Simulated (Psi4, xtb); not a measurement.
Relaxed torsion scan: SMILES N#Cc1ccccc1[SeH] (C7H5NSe). Scanned: dihedral C3–C8–Se9–H14; all other coordinates were relaxed at GFN2-xTB. Points at φ and −φ are mirror images. Heavy atoms are numbered in the order of the SMILES N#Cc1ccccc1[SeH], hydrogens after them in the order of the atoms that carry them; the mirror image has the same energies with the sign of each dihedral reversed.

Levels: GFN1-xTB // GFN2-xTB (xtb); PBE-D3(BJ)/def2-SVP // GFN2-xTB (Psi4).

Energies relative to the lowest point of each profile, in kJ/mol:

```json
[
 {"φ / °": "-150", "GFN1-xTB": "6.8"},
 {"φ / °": "-120", "GFN1-xTB": "17.2"},
 {"φ / °": "-90", "GFN1-xTB": "21.8"},
 {"φ / °": "-60", "GFN1-xTB": "15.1"},
 {"φ / °": "-30", "GFN1-xTB": "4.5"},
 {"φ / °": "0", "GFN1-xTB": "0.0"},
 {"φ / °": "30", "GFN1-xTB": "4.5"},
 {"φ / °": "60", "GFN1-xTB": "15.1"},
 {"φ / °": "90", "GFN1-xTB": "21.8"},
 {"φ / °": "120", "GFN1-xTB": "17.2"},
 {"φ / °": "150", "GFN1-xTB": "6.8"},
 {"φ / °": "180", "GFN1-xTB": "1.6"}
]
```

Problem. What does PBE-D3(BJ)/def2-SVP give at the same points?

Solution. -150: 7.3; -120: 13.9; -90: 15.7; -60: 10.0; -30: 2.9; 0: 0.0; 30: 2.9; 60: 10.0; 90: 15.7; 120: 13.9; 150: 7.3; 180: 3.5 (kJ/mol).
